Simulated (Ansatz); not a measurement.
Two members of one family (Series [GeX3]-), computed with Ansatz in the gas phase. The two geometries come from different levels. A dash marks a value that wasn't run or was left out as unsound. The structures are stationary points that may keep the symmetry of their start.

First: [GeCl3]- (singlet, charge -1, PBE0-D4/def2-SVPD geometry).

Cartesian coordinates in Å:
```
Ge -0.123 -0.335 -0.789
Cl 0.569 1.875 -0.570
Cl 1.447 -1.289 0.638
Cl -1.893 -0.251 0.721
```

| level | HOMO (eV) | vertical IE (eV) |
| --- | --- | --- |
| PBE-D4/def2-SVPD | -1.68 | – |
| PBE-D4/def2-TZVPD | -1.59 | 4.24 |
| revPBE-D4/def2-TZVPD | -1.53 | – |
| r2SCAN-D4/def2-TZVPD | -1.80 | 4.34 |
| HSE06-D4/def2-TZVPD | -2.20 | – |

Second: [GeF3]- (singlet, charge -1, r2SCAN-D4/def2-TZVPD geometry).

```xyz
4

Ge   -0.402   -0.485    0.338
F     1.412   -0.514    0.433
F    -0.548    1.290    0.694
F    -0.461   -0.290   -1.465
```

Q: Estimate the same table for the second.

A: 
```tsv
level	HOMO (eV)	vertical IE (eV)
PBE-D4/def2-SVPD	-0.82	–
PBE-D4/def2-TZVPD	-0.78	4.04
revPBE-D4/def2-TZVPD	-0.70	–
r2SCAN-D4/def2-TZVPD	-0.98	4.08
HSE06-D4/def2-TZVPD	-1.49	–
```
